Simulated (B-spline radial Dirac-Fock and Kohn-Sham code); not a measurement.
**Two-hole binding energies of Br⁺**

System: the Br⁺ ion in the configuration 1s2 2s2 2p6 3s2 3p6 3d10 4s2 4p4, inside a Watson sphere of charge -1 and radius 2 Å (a model of the Madelung potential; inside it an electron's potential energy is raised by 7.2 eV).

The run's input, task.json:

```json
{"items": [{
  "Z": 35,
  "q": 1,
  "cfg": [[1, 0, 2], [2, 0, 2], [2, 1, 6], [3, 0, 2], [3, 1, 6], [3, 2, 10], [4, 0, 2], [4, 1, 4]],
  "A": 79,
  "rrms": 4.1629,
  "watson": [-1, 2.0],
  "do": ["binding", "quiet", "double"]
}]}
```

Run with: `python xray_run.py task.json out`

These are calculated numbers from a B-spline atomic structure program; the model is ΔSCF Dirac-Fock with Breit, self-energy and vacuum polarisation, finite nucleus, configuration average. U is the two-hole binding energy less the two single-hole energies, the effective repulsion of the holes after relaxation. Each two-hole energy is an average over J within one jj subconfiguration.

```
          holes  E(a) (eV)  E(b) (eV)  E(ab) (eV)  U (eV)
   1s⁻¹ 3p1/2⁻¹    13487.3      206.3           ?       ?
   1s⁻¹ 3d3/2⁻¹    13487.3      82.79     13601.9    31.8
   1s⁻¹ 3d5/2⁻¹    13487.3      81.76     13600.6    31.5
           2s⁻²     1801.9     1801.9      3684.0    80.2
   2s⁻¹ 2p1/2⁻¹     1801.9     1611.0      3486.3    73.4
        2p1/2⁻²     1611.0     1611.0      3320.1    98.1
   2s⁻¹ 3p1/2⁻¹     1801.9      206.3      2042.0    33.7
   2p1/2⁻¹ 3s⁻¹     1611.0      273.5      1918.3    33.8
   2s⁻¹ 3d3/2⁻¹     1801.9      82.79      1917.8    33.1
   2s⁻¹ 3d5/2⁻¹     1801.9      81.76      1916.6    32.9
2p1/2⁻¹ 3d5/2⁻¹     1611.0      81.76      1726.1    33.4
        3p1/2⁻²      206.3      206.3       442.3    29.7
        3d3/2⁻²      82.79      82.79       193.0    27.4
3d3/2⁻¹ 3d5/2⁻¹      82.79      81.76       192.4    27.8
```

Q: Give the missing two-hole energy and U.

A: E(ab) = 13731.9 eV and U = 38.3 eV.
